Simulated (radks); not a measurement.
Values are calculated unless marked as measured or tabulated.
The tungsten ion W2+ inside a hard spherical wall (all orbitals vanish at R), configuration held at [Xe] 4f14 5d4 and not refilled when levels cross. Level of theory: scalar-relativistic Kohn-Sham, r2SCAN, spin-unpolarised, spherical densities, finite nucleus; meta-GGA in the generalised Kohn-Sham scheme; Fermi nuclear charge, rms radius 5.3658 fm (a radial shooting solver on a logarithmic mesh with Libxc functionals). Eigenvalues in eV, with the zero of energy where the potential of the charges vanishes at infinity; a dash marks a level that is unbound or too diffuse for the functional's potential to be trusted. A positive occupied level is held by the wall or, in an anion where self-interaction has pushed it up, behind a barrier. The pressure on the wall is -dE/dV.

| R (bohr) | E (hartree) | kinetic (hartree) | e(5s) | e(5p) | e(4f) | e(5d) | e(6s, empty) | e(6p, empty) | pressure (GPa) |
|---|---|---|---|---|---|---|---|---|---|
| free | -16140.8244 | 17779.722 | -96.943 | -60.517 | -49.662 | -19.733 | -18.703 | -12.368 | 0 |
| 20 | -16140.8244 | 17779.722 | -96.943 | -60.517 | -49.662 | -19.733 | -18.703 | -12.368 | < 0.0001 |
| 12 | -16140.8244 | 17779.722 | -96.943 | -60.517 | -49.662 | -19.733 | -18.703 | -12.367 | < 0.0001 |
| 8 | -16140.8243 | 17779.723 | -96.939 | -60.513 | -49.658 | -19.729 | -18.696 | -12.304 | 0.00367 |
| 7 | -16140.8240 | 17779.726 | -96.919 | -60.494 | -49.637 | -19.712 | -18.660 | -12.132 | 0.0348 |
| 6 | -16140.8218 | 17779.748 | -96.816 | -60.397 | -49.531 | -19.621 | -18.472 | -11.540 | 0.320 |
| 5 | -16140.8075 | 17779.855 | -96.376 | -59.984 | -49.071 | -19.207 | -17.590 | -9.575 | 2.89 |
| 4 | -16140.7204 | 17780.356 | -94.803 | -58.528 | -47.393 | -17.531 | -13.781 | -2.937 | 27.6 |
| 3.5 | -16140.5618 | 17781.164 | -92.983 | -56.833 | -45.383 | -15.284 | -8.370 | 5.369 | 94.6 |
| 3 | -16140.1205 | 17783.342 | -89.572 | -53.528 | -41.448 | -10.477 | 3.623 | 22.196 | 377 |
| 2 | -16133.1741 | 17814.624 | -63.810 | -24.224 | -11.521 | 31.661 | 109.46 | 149.39 | 12300 |
